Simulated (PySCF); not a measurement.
Zn(Me)(OH) (CH4OZn), SMILES [OH][Zn][CH3]. Atoms are numbered in the order given.

```xyz
7

Zn     0.0043    -0.0316     0.0257
C     -0.2056     1.6700    -0.8149
H     -0.9273     2.2831    -0.2714
H     -0.5655     1.5458    -1.8387
H      0.7450     2.2061    -0.8478
O      0.2035    -1.6701     0.6799
H      0.2225    -1.7447     1.6383
```

Geometry optimised at r2SCAN-D4/def2-TZVP. The geometry has at least one imaginary mode, so it is a saddle point at that level. The isomer is the one that the SMILES or the coordinates give; other isomers of the formula were not compared. One conformer was computed; it need not be the lowest.

Computed with PySCF with TDDFT-M06-2X/def2-SVPD.

Vertical excitations. Gas-phase values at a fixed geometry.

Computed lowest excited states:
| state | energy (eV) | λ (nm) | f | main pairs |
|---|---|---|---|---|
| S1 | 6.35 | 195 | 0.032 | HOMO−1→LUMO 90 % |
| S2 | 6.69 | 185 | 0.161 | HOMO→LUMO 82 % |
| S3 | 7.04 | 176 | 0.096 | HOMO→LUMO+1 91 % |
| S4 | 7.05 | 176 | 0.024 | HOMO→LUMO+2 88 % |
| S5 | 7.19 | 172 | 0.017 | HOMO−1→LUMO+1 88 % |
| S6 | 7.34 | 169 | 0.067 | HOMO−2→LUMO 55 %, HOMO−1→LUMO+2 25 % |
| S7 | 7.75 | 160 | 0.056 | HOMO−1→LUMO+2 53 %, HOMO−2→LUMO+1 17 %, HOMO−2→LUMO 15 % |
| S8 | 8.24 | 151 | 0.079 | HOMO−2→LUMO+2 91 % |
| S9 | 8.32 | 149 | 0.102 | HOMO−2→LUMO+1 66 %, HOMO−2→LUMO 14 % |
| S10 | 8.40 | 148 | 0.011 | HOMO−1→LUMO+3 70 %, HOMO−1→LUMO+4 15 % |
| T1 | 5.90 | 210 | 0 | HOMO→LUMO 88 % |
| T2 | 6.07 | 204 | 0 | HOMO−1→LUMO 85 % |
| T3 | 6.61 | 188 | 0 | HOMO→LUMO+1 90 % |
| T4 | 6.72 | 185 | 0 | HOMO→LUMO+2 93 % |
Triplets are in the Tamm–Dancoff approximation, which puts them higher than full response would, so one can lie above its singlet here.
